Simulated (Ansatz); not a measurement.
Ansatz (an electronic-structure program) input (B3LYP-D3(BJ)/def2-TZVP):

Ansatz 0.2 input:
```yaml
crystal:
  periodic: [false, false, false]
  atoms:
    - {symbol: Ge, position_ang: [-0.29209787, -0.46646050, -0.34842737]}
    - {symbol: Cl, position_ang: [1.86006791, -0.79173867, -0.10690776]}
    - {symbol: Cl, position_ang: [-0.48695387, 1.54037432, -1.20322963]}
    - {symbol: Cl, position_ang: [-1.09095065, -0.31493892, 1.68502097]}
basis:
  gaussian:
    orbitals: def2-TZVP
hamiltonian:
  xc: b3lyp
  dispersion: d3bj
magnetization: {spin_polarized: true, initial_magnetization: 1}
relax: {f_tol: 0.002, max_steps: 150}
```

End of the output:

```
the calculation of the forces begins
reference -94092.46867086 eV, -3457.8344454880 hartree; 42, 41 occupied and 117, 118 virtual orbitals, 1178 factors
relax step   4: F+E_penalty+E_count = -94092.76039643 eV  Δ(F+E_penalty+E_count) = -6.507e-6 eV  max|allowed force component| = 1.266e-4 eV/Å  Δτ_max = 0.0010 Å  (22 SCF iters, accepted)
integrals: 0.10 GiB planned
1178 factors; their error is unknown
mean field: 1.38 GiB planned
mean field -94092.46840763 eV, -3457.8344358147 hartree, gradient 2.1e-5 eV, S^2 0.753132; 1 other end points of the search recorded, 0 dependent functions left out
the calculation of the forces begins
reference -94092.46867086 eV, -3457.8344454880 hartree; 42, 41 occupied and 117, 118 virtual orbitals, 1178 factors
Total energy: -94092.76065965 eV, -3457.8451758782 hartree
Atom 0 at    -0.256359    -0.409917    -0.304539 Å, force    -0.000112    -0.000127    -0.000104 eV/Å
Atom 1 at     1.871057    -0.822658    -0.124635 Å, force     0.000017     0.000059     0.000042 eV/Å
Atom 2 at    -0.506320     1.539521    -1.234979 Å, force     0.000042     0.000018     0.000056 eV/Å
Atom 3 at    -1.118312    -0.339709     1.690609 Å, force     0.000053     0.000050     0.000005 eV/Å
Dipole moment:    -0.116249    -0.183887    -0.142436 e Å
```

It need not be the lowest isomer of its formula.
